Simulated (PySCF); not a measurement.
Working out the ionisation energy of P⁺

P⁺ [Ne] 3s2 3p2 (3P) → P²⁺ [Ne] 3s2 3p1 (2P). Computed with PySCF 2.14 in Sapporo-DZP-2012 (5s4p2d, 27 functions), with the spin-free X2C one-electron Hamiltonian (Gaussian nucleus). Frozen: [Ne]. Energies in hartree (1 hartree = 27.21139 eV):

| part | P⁺ (lower) | P²⁺ (upper) |
| --- | --- | --- |
| UHF | -341.049245 | -340.343657 |
| CCSD correlation | -0.072217 | -0.057474 |
| (T) | -0.000997 | -0.000614 |

Q: What does Hartree-Fock give?

A: (-340.343657) − (-341.049245) = 0.705588 hartree = 19.200 eV.

Q: What do CCSD and CCSD(T) give?

A: The CCSD correlation energies differ by 0.014743 hartree = 0.401 eV and the triples by 0.000383 hartree = 0.010 eV, so CCSD gives 19.601 eV and CCSD(T) 19.611 eV.

Reference: 19.769 eV (semi-empirical (NIST evaluation); NIST Atomic Spectra Database, ionization energies), between the lowest levels; spin-orbit coupling is absent from the calculation.

A double-zeta basis recovers only part of the correlation energy.

What remains against the reference includes basis incompleteness, the frozen core and higher excitations.
